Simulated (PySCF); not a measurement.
A structure optimised at PBE-D3(BJ)/def2-SVP, used in a PySCF frequency run:

```
C
H 1 1.1074
H 1 1.1091 2 107.16
C 1 1.5464 2 113.08 3 119.91
H 4 1.1100 1 113.69 2 -93.04
H 4 1.1144 5 106.48 1 -124.84
C 4 1.5039 5 112.48 6 -120.64
F 7 1.3418 4 119.52 5 46.92
C 7 1.3463 8 126.06 4 -176.91
H 9 1.0984 7 124.95 8 0.45
C 9 1.5099 10 125.34 7 -175.85
H 11 1.1106 9 113.34 10 -47.66
H 11 1.1154 12 105.94 9 -121.45
```
Charge 0, spin multiplicity 1.

Q: Write its SMILES and formula.

A: FC1=CCCC1, C₅H₇F

Q: What are its rotational constants (standard atomic weights)?

A: 7.0923, 3.1022, 2.2702 GHz
